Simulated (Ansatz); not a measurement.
Job for Ansatz (a first-principles code): U-B3LYP/def2-TZVPP on H3In (SMILES [InH3]), a point of a bond scan (R = 3.461 Å). Elements past Kr take the def2 small-core potentials; no spin–orbit coupling.

Ansatz 0.2 input:
```yaml
crystal:
  periodic: [false, false, false]
  atoms:
    - {symbol: In, position_ang: [-0.00000000, 0.00000000, 0.00000000]}
    - {symbol: H, position_ang: [1.37329720, -0.94875706, 3.03204414]}
    - {symbol: H, position_ang: [-0.39135161, 1.66043977, -0.29090875]}
    - {symbol: H, position_ang: [-0.29529699, -1.18606124, -1.22511332]}
basis:
  gaussian:
    orbitals: def2-TZVPP
hamiltonian:
  xc: {name: B3LYP}
magnetization: {spin_polarized: true, initial_magnetization: 0}
```

Output:

```
WARN ansatz: RAYON_NUM_THREADS=1 ignored (pool sized by the plan → 1); use --threads N
Functional definition: B3LYP
integrals: 0.02 GiB planned
642 factors; their error is unknown
mean field: 0.26 GiB planned
mean field evaluation 1: about -5217.6520 eV, gradient 1.6e1 eV
mean field evaluation 2: about -5210.1008 eV, gradient 2.3e1 eV
mean field evaluation 4: about -5220.2633 eV, gradient 3.1e0 eV
mean field evaluation 8: about -5220.3905 eV, gradient 1.1e-1 eV
mean field evaluation 16: about -5220.4281 eV, gradient 3.1e-4 eV
mean field evaluation 32: about -5220.7268 eV, gradient 2.0e-1 eV
mean field -5220.76652458 eV, -191.8596310157 hartree, gradient 4.8e-5 eV, S^2 0.706756; 3 other end points of the search recorded, 0 dependent functions left out
reference -5220.76679931 eV, -191.8596411117 hartree; 12, 12 occupied and 80, 80 virtual orbitals, 642 factors
Total energy: -5220.76679931 eV, -191.8596411117 hartree
```

Self-consistency was reached. Its determinant has ⟨S²⟩ = 0.71, a mixture of spin states.

Cost: roughly 2.8 core-seconds.
